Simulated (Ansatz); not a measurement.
Total energies of the cluster Al₄P₄ (the lowest singlet isomer of a short search) from Ansatz at r2SCAN-D4/def2-TZVP, gas phase (1 Eh = 27.2114 eV = 2625.5 kJ/mol). The reference geometry is relaxed at PBE-D4/def2-SVP.

```tsv
atom	x (Å)	y (Å)	z (Å)
Al1	0.426	-1.473	-1.301
Al2	0.768	1.350	-1.277
Al3	-0.768	-1.350	1.277
Al4	-0.426	1.473	1.301
P5	0.341	-0.016	-2.978
P6	1.195	2.716	0.424
P7	-2.046	0.230	2.178
P8	0.510	-2.929	0.376
```

```csv
state,geometry,energy (Eh)
charge 0 singlet,reference,-2335.15017
charge 1 doublet,reference,-2334.85869
charge -1 doublet,reference,-2335.23149
charge 0 triplet,relaxed at PBE-D4/def2-SVP,-2335.12543
charge 0 quintet,relaxed at PBE-D4/def2-SVP,-2335.05840
free Al atom (doublet),–,-242.33055
free P atom (quartet),–,-341.23792
```

(1) Work out the vertical ionisation energy to the doublet.

(2) Work out the vertical electron affinity, to the doublet.

(3) Give the fundamental gap IE − EA, the Mulliken electronegativity (IE + EA)/2 and the hardness (IE − EA)/2.

(4) Which of the charge 0 states is lowest, and how far above it are the others?

(5) What is the binding energy per atom against free atoms?

(1) E(charge 1 doublet) − E(charge 0 singlet) = -2334.85869 − (-2335.15017) = 0.29148 Eh = 7.93 eV. For comparison, −ε of the highest occupied level is 6.04 eV at this level, 1.89 eV less.

(2) E(charge 0 singlet) − E(charge -1 doublet) = -2335.15017 − (-2335.23149) = 0.08132 Eh = 2.21 eV. The basis lacks diffuse functions, which makes affinities too small.

(3) From the values in Eh: IE − EA = 0.29148 − 0.08132 = 0.21016 Eh = 5.72 eV; (IE + EA)/2 = 5.07 eV; (IE − EA)/2 = 2.86 eV. The HOMO–LUMO gap of the same run is 2.04 eV, 3.68 eV smaller than the fundamental gap.

(4) The singlet. triplet: -2335.12543 − (-2335.15017) = 0.02474 Eh = 65.0 kJ/mol; quintet: -2335.05840 − (-2335.15017) = 0.09177 Eh = 240.9 kJ/mol. The quintet differs in its bonds from the reference.

(5) Atoms: 4 × (-242.33055) + 4 × (-341.23792) = -2334.27388 Eh. Binding: -2334.27388 − (-2335.15017) = 0.87629 Eh = 23.85 eV, or 2.98 eV for each of 8 atoms (no zero-point energy, no counterpoise term).

At r2SCAN-D4/def2-TZVP the gap within one spin of the charge 1 doublet nearly closes, so an electron or hole may be smeared out by delocalisation error.  

The structure comes from a short search, and lower isomers may exist.
